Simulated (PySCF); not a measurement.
nitrogen trifluoride (F₃N), singlet, at the geometry optimised at the base level, atoms displaced at random by about 0.05 Å a coordinate; HF/STO-3G, frequencies run with PySCF.

The PySCF input:
```python
from pyscf import gto, scf
from pyscf.hessian import thermo

mol = gto.Mole()
mol.atom = '''
    F     1.20373215   -0.24018764   -0.13445482
    N     0.06380326    0.01801530    0.42676172
    F    -0.33203488    1.18113453   -0.17059645
    F    -0.84353730   -0.90150756   -0.13849980
'''
mol.basis = 'sto-3g'
mol.verbose = 3
mol.build()

mf = scf.RHF(mol)
mf.kernel()
hess = mf.Hessian().kernel()
freq = thermo.harmonic_analysis(mf.mol, hess)
thermo.dump_normal_mode(mf.mol, freq)
th = thermo.thermo(mf, freq['freq_au'], 298.15, 101325)
thermo.dump_thermo(mf.mol, th)
```

Q: Predict the main parts of the log of this PySCF run.

A: 
```
converged SCF energy = -347.743547198149
Mode                                 0                   1                   2
Irrep
Freq [cm^-1]                      470.3098            510.1353            632.9720
Reduced mass [au]                  18.3062             18.3957             17.0203
Force const [Dyne/A]                2.3857              2.8206              4.0178
Char temp [K]                     676.6712            733.9711            910.7058
Normal mode                   x     y     z       x     y     z       x     y     z
       0   F                -0.05 -0.14 -0.00   -0.09  0.04 -0.02   -0.10  0.04 -0.04
       1   N                 0.01  0.09  0.01   -0.08  0.01 -0.01   -0.00 -0.00  0.15
       2   F                -0.08  0.07  0.01    0.11  0.09  0.01    0.04 -0.10 -0.04
       3   F                 0.12  0.01 -0.02    0.03 -0.13  0.01    0.06  0.06 -0.03
Mode                                 3                   4                   5
Irrep
Freq [cm^-1]                     1287.6191           1467.2374           1742.4565
Reduced mass [au]                  15.9595             15.6338             15.5720
Force const [Dyne/A]               15.5899             19.8296             27.8560
Char temp [K]                    1852.5971           2111.0279           2507.0070
Normal mode                   x     y     z       x     y     z       x     y     z
       0   F                 0.03 -0.01 -0.02    0.02 -0.00 -0.01    0.12 -0.03 -0.06
       1   N                 0.10  0.08  0.15   -0.01 -0.19  0.08   -0.19  0.05  0.07
       2   F                -0.02  0.04 -0.03   -0.04  0.11 -0.06    0.01 -0.02  0.01
       3   F                -0.09 -0.09 -0.06    0.02  0.03  0.02    0.01  0.01  0.00
temperature 298.1500 [K]
pressure 101325.00 [Pa]
Rotational constants [GHz] 11.14983 10.46230 5.86120
Symmetry number 1
Zero-point energy (ZPE) 0.01392 [Eh]   36550.283 [J/mol]
                           tot       elec      trans        rot        vib
Entropy [J/mol/K]       268.519      0.000    161.909     99.026      7.584
Cv [J/mol/K]             40.741      0.000     12.472     12.472     15.798
Cp [J/mol/K]             49.055      0.000     20.786     12.472     15.798
Internal energy [J/mol]                      3718.434   3718.434  38192.779
Internal energy [Eh]   -347.72617  -347.74355
Enthalpy [J/mol]                             6197.391   3718.434  38192.779
Enthalpy [Eh]          -347.72522
Gibbs free energy [J/mol]                  -42075.787 -25806.055  35931.530
Gibbs free energy [Eh] -347.75572
```
